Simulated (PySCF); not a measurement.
C3H5N3, SMILES N=c1[nH]cc[nH]1. Atoms are numbered in the order given.

```xyz
11

N     -0.1319     2.0735     0.0000
C     -0.0187     0.7957     0.0000
N     -1.0910    -0.0897     0.0000
C     -0.6593    -1.4130     0.0000
C      0.6946    -1.3970     0.0000
N      1.0892    -0.0550     0.0000
H      0.7810     2.5289     0.0000
H     -2.0447     0.2416     0.0000
H     -1.3495    -2.2510     0.0000
H      1.4083    -2.2150     0.0000
H      2.0411     0.2803     0.0000
```
Charge 0, spin multiplicity 1.

Coordinates come from a B3LYP-D3(BJ)/def2-SVP optimisation.

Computed with SMD-ωB97X/def2-SVP (PySCF).

Solvation free energies are E(SMD) − E(gas) at the gas-phase geometry, for 1 M in both phases. In vacuum the dipole moment is 3.16 D.

```
solvent        ΔG(solv) (kcal/mol)  its non-electrostatic (CDS) part  dipole (D)
-------------  -------------------  --------------------------------  ----------
water                            …                                 …           …
methanol                     -12.6                               0.0        4.14
chlorobenzene                -13.8                              -4.0        3.92
```

**Question.** Fill in the missing entries. (The exact figures need the calculation; the answer reports its results.)

**Answer.** 
- water, ΔG(solv) (kcal/mol): -10.5
- water, its non-electrostatic (CDS) part: 2.5
- water, dipole (D): 4.16
